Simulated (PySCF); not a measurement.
Ga(F)2(OMe) (CH₃F₂GaO), SMILES C[O][Ga]([F])[F].

Geometry: r2SCAN-D4/def2-SVP. The structure was generated by enumeration; whether it is a known compound was not checked. One conformer was computed; it need not be the lowest.

Level of theory: ωB97X/def2-TZVP (PySCF).

Computed frontier levels, gap, dipole moment and polarisability:
| Item | Value |
|---|---|
| highest occupied level | -11.21 eV |
| lowest empty level | 0.37 eV |
| orbital gap | 11.58 eV |
| dipole moment | 2.18 D |
| quadrupole, principal values (traceless, Buckingham form, about the centre of nuclear charge) | -8.47, 1.20, 7.27 D·Å |
| mean static polarisability | 38.0 bohr³ (5.63 Å³) |
| polarisability, principal values | 31.1, 36.1, 46.8 bohr³ |
